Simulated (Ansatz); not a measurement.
The same path of Cl2Zn + H (4 atoms, charge 0, multiplicity 2) was run twice with different band settings. Lost on the way: Zn1–Cl2. Made: Cl2–H4.

These are results of Ansatz, UHF/def2-SVP, not measurements.

Relaxed end points:

```xyz
4
Properties=species:S:1:pos:R:3
Zn 0.000 0.000 -0.414
Cl 0.000 0.000 1.716
Cl 0.000 0.000 -2.544
H 0.000 0.000 5.652
```

```xyz
4
Properties=species:S:1:pos:R:3
Zn -0.295 0.179 -0.955
Cl -0.466 0.283 3.728
Cl 0.442 -0.268 -2.970
H 0.319 -0.194 4.607
```

Common settings: spring 5.0 eV/Å²; optimiser quadratic models (default); start path through a guess of the saddle point; force threshold 0.05 eV/Å; iteration limit 60; end points relaxed.

| run | movable images | climbing image |
| --- | --- | --- |
| 1 | 5 | yes |
| 2 | 6 | no |

Question: What does each run give, and how far can it be trusted?

Answer: Run 1: converged after 17 iterations, highest image 1.249 eV above the first end. Neighbouring images differ by up to 1.2 eV, so the band resolves the path poorly. A vibrational analysis at the climbing image gives one clearly imaginary mode, 1748i cm⁻¹: a first-order saddle point.
Run 2: converged after 8 iterations, highest image 0.411 eV above the first end. No image climbed, so the highest image needn't sit at the top of the path.
